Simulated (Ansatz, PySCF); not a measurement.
Dy(BH4)3 in two programs

Dy(BH4)3 (singlet in the valence; each metal's 4f electrons, 9 of them, lie in its core potential, out of spins and levels), relaxed with PySCF 2.14.0, RKS B3LYP, Dy lcecp-1-SVP with ECP55, B def2-SVP, H def2-SVP; non-relativistic Hamiltonian with scalar-relativistic core potentials where named; density fitting; no spin-orbit coupling:

```xyz
16

Dy    0.0000    0.0000    0.0000
B     2.4610    0.0156    0.0000
H     3.6633   -0.0194    0.0000
H     1.9502   -0.5652    0.9968
H     1.9502   -0.5652   -0.9968
H     1.9887    1.1697    0.0000
B    -1.2440    2.1235    0.0000
H    -1.8148    3.1822    0.0000
H    -0.4856    1.9715    0.9968
H    -0.4856    1.9715   -0.9968
H    -2.0073    1.1375    0.0000
B    -1.2170   -2.1391    0.0000
H    -1.8485   -3.1627    0.0000
H    -1.4646   -1.4063    0.9968
H    -1.4646   -1.4063   -0.9968
H     0.0186   -2.3071    0.0000
```

There the HOMO–LUMO gap is 6.24 eV. The 4f levels lie in the core potential and are missing.

The same geometry by Ansatz 0.2.0 (PBE, PAW with the 4f shell of lanthanides and the 5f shell of actinides in the valence, a periodic box with 9 Å of vacuum; gaps over both spins; site moments in spheres, but by Gaussian weights under spin-orbit coupling, so that the two can't be compared; unpaired electrons at the start: 5, along z under spin-orbit coupling; the open shells may stand above their lowest state):

```json
{"spin-orbit coupling": "without", "U on f (eV)": "0", "gap (eV)": "0.43", "spin moment on Dy1 (μB)": "4.83", "orbital moment of its f shell (μB)": "–", "largest force component (eV/Å)": "0.19"}
{"spin-orbit coupling": "without", "U on f (eV)": "5", "gap (eV)": "3.19", "spin moment on Dy1 (μB)": "4.92", "orbital moment of its f shell (μB)": "–", "largest force component (eV/Å)": "0.21"}
{"spin-orbit coupling": "with", "U on f (eV)": "5", "gap (eV)": "3.19", "spin moment on Dy1 (μB)": "4.71", "orbital moment of its f shell (μB)": "1.99", "largest force component (eV/Å)": "0.22"}
```

What does the run with spin-orbit coupling and with U = 0 eV give?

gap (eV): 0.45, spin moment on Dy1 (μB): 4.63, orbital moment of its f shell (μB): 1.82, largest force component (eV/Å): 0.18. It took 5.2 min on 4 threads of Arm Neoverse V1, with other jobs on the host, peak memory 4.2 GiB.

Semilocal functionals tend to give orbital moments well under those of Hund's rules.

Without U the plane-wave gap ends on 4f levels, which the Gaussian run lacks; U moves filled and empty 4f levels apart, though the lowest empty ones can remain 4f.

The spin-orbit runs use fully relativistic datasets of their own, so changes of a few hundredths of an eV needn't come from the coupling.

An lcecp potential fixes the number of 4f electrons, so in runs with it no electron can move into or out of that shell.
